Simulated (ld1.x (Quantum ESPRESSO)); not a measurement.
Transferability test, TM potential for B (Z = 5)

```
Element                 : B
Generator               : ld1.x (Quantum ESPRESSO) 7.5
Type                    : norm-conserving Troullier–Martins (Kleinman–Bylander form)
Functional              : PBE
Relativity              : scalar-relativistic
Frozen core             : [He]
Valence charge          : 3
Reference configuration : 2s2 2p1
Partial waves           : 2s (bound): rc 1.15 bohr; 2p (bound): rc 3.70 bohr
Local potential         : all-electron potential smoothed inside 3.35 bohr (lloc = -2)
Core correction         : Bessel-smoothed model core inside 1.15 bohr
```

Energies are relative to the spin-unpolarised reference configuration 2s2 2p1; without spin polarisation the order of configurations can differ from experiment. The frozen-core shift is the all-electron ΔE with the core orbitals held at their reference shape minus the fully relaxed ΔE.

```csv
valence configuration,charge,ΔE all-electron (eV),error AE − PS (meV),frozen-core shift (meV)
2s1 2p0,+2,33.642,+529,+5.5
2s2 2p0.5,+0.5,2.887,+25,0.0
2s2 2p1.3,-0.3,-0.738,+1.8,0.0
2s1 2p1,+1,14.361,-109,+1.0
2s1 2p2,0,5.851,-38,+0.5
```

**Question.** What are ΔE and the potential's error for 2s0 2p3?

**Answer.** ΔE = 11.721 eV all-electron; the error (AE − PS) is -152 meV.

**Question.** What are ΔE and the potential's error for 2s2 2p0?

**Answer.** ΔE = 8.220 eV all-electron; the error (AE − PS) is +175 meV.

Levels in the configuration 2s2 2p1.3:

```json
{"level": "2s", "all-electron (eV)": "-7.060", "pseudo (eV)": "-7.047"}
{"level": "2p", "all-electron (eV)": "-1.382", "pseudo (eV)": "-1.388"}
```
